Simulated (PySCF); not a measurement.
AlH5P2.

```xyz
8

Al     0.0180    -0.7976     0.0000
H     -0.0041    -2.3833     0.0000
P     -0.1173     0.3620     1.9972
H      0.8506    -0.4420     2.6652
H      0.7942     1.3872     1.6144
P     -0.1173     0.3620    -1.9972
H      0.7942     1.3872    -1.6144
H      0.8506    -0.4420    -2.6652
```
Charge 0, spin multiplicity 1.

Geometry: ωB97X-D3(BJ)/def2-SVP. The values are those of a single conformer.

The numbers are results of PBE0/pcSseg-1 (PySCF), not measurements. Non-relativistic, no solvent.

Computed absolute GIAO shielding of each atom: isotropic value and principal components (ppm):
```csv
atom,σ(iso),σ11,σ22,σ33,span
Al1,220.2,84.0,202.8,373.7,289.7
H2,25.1,23.3,23.4,28.6,5.3
P3,578.5,537.2,571.3,627.0,89.8
H4,29.5,25.0,25.9,37.6,12.6
H5,29.6,24.6,27.6,36.7,12.1
P6,578.5,537.2,571.3,627.0,89.8
H7,29.6,24.6,27.6,36.7,12.1
H8,29.5,25.0,25.9,37.6,12.6
```
